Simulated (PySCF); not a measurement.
Members of one family of related compounds. The calculation used TDDFT PBE0/def2-SVPD, vertical, gas phase, core orbitals frozen in the response (PySCF 2.14.0, density-fitted response routines). Geometries: PBE0-D3(BJ)/def2-SVP; one conformer of each isolated species. Triplets are in the Tamm–Dancoff approximation. 'Strongest' means the level of largest summed f among the lowest 10 singlets; it needn't be the same kind of state in each. Relativistic effects are left out although some hold elements past zinc.

Question: Rank by computed LUMO energy, highest first.
A. `C=CBP` (C2H6BP)
B. `B(P)S[SiH3]` (BH6PSSi)
C. `B(P)Cl` (BClH3P)
D. `B(P)C` (CH6BP)
E. `CC#CBP` (C3H6BP)
F. `[SiH3]OBP` (BH6OPSi)
G. `PB[O][GeH3]` (BGeH6OP)
H. `NBP` (BH5NP)

Answer: H (-0.31 eV), G (-0.53 eV), F (-0.77 eV), D (-1.28 eV), B (-1.55 eV), C (-1.85 eV), E (-1.97 eV), A (-2.11 eV).

```tsv
SMILES	LUMO (eV)	HOMO (eV)	S1 (eV)	f (S1)	strongest (eV)	T1 (eV)	S1 mainly
NBP	-0.31	-6.95	5.08	0.003	7.93	4.70	H→L (99%)
PB[O][GeH3]	-0.53	-7.08	5.22	0.030	7.52	4.35	H→L (88%)
[SiH3]OBP	-0.77	-7.21	5.13	0.036	7.63	4.24	H→L (89%)
CBP	-1.28	-7.26	4.97	0.090	7.74	3.69	H→L (91%)
[SiH3]SBP	-1.55	-7.41	4.83	0.085	5.59	3.86	H→L (89%)
PBCl	-1.85	-7.66	4.65	0.049	5.65	3.64	H→L (82%)
CC#CBP	-1.97	-7.00	3.67	0.019	4.64	3.06	H→L (74%)
C=CBP	-2.11	-7.11	4.10	0.101	4.10	2.97	H→L (95%)
```

H and L stand for HOMO and LUMO.

- `NBP`: Löwdin shares by element: HOMO phosphorus 64%, boron 16%, hydrogen 12% or more; LUMO boron 40%, nitrogen 21%, phosphorus 18%, hydrogen 8% or more.
- `PB[O][GeH3]`: Löwdin shares by element: HOMO phosphorus 54%, boron 16%, oxygen 12%, hydrogen 5% or more; LUMO boron 40%, phosphorus 21%, oxygen 18%, hydrogen 8% or more.
- `[SiH3]OBP`: Löwdin shares by element: HOMO phosphorus 56%, boron 16%, oxygen 11%, hydrogen 5% or more; LUMO boron 43%, phosphorus 20%, oxygen 18%, hydrogen 8% or more.
- `CBP`: Löwdin shares by element: HOMO phosphorus 62%, boron 18%, hydrogen 12% or more; LUMO boron 46%, phosphorus 22%, carbon 12%, hydrogen 8% or more.
- `[SiH3]SBP`: Löwdin shares by element: HOMO phosphorus 52%, sulfur 19%, boron 14%, hydrogen 5% or more; LUMO boron 44%, sulfur 21%, phosphorus 18%, hydrogen 7% or more.
- `PBCl`: Löwdin shares by element: HOMO phosphorus 56%, boron 16%, chlorine 14%, hydrogen 5% or more; LUMO boron 49%, phosphorus 19%, chlorine 18%, hydrogen 7% or more.
- `CC#CBP`: Löwdin shares by element: HOMO phosphorus 42%, carbon 30% or more, boron 12% (atoms not listed hold the other 16%); LUMO boron 37%, carbon 32% or more, phosphorus 15% (atoms not listed hold the other 16%).
- `C=CBP`: Löwdin shares by element: HOMO phosphorus 55%, carbon 16%, boron 14%; LUMO carbon 40%, boron 33%, phosphorus 13%.
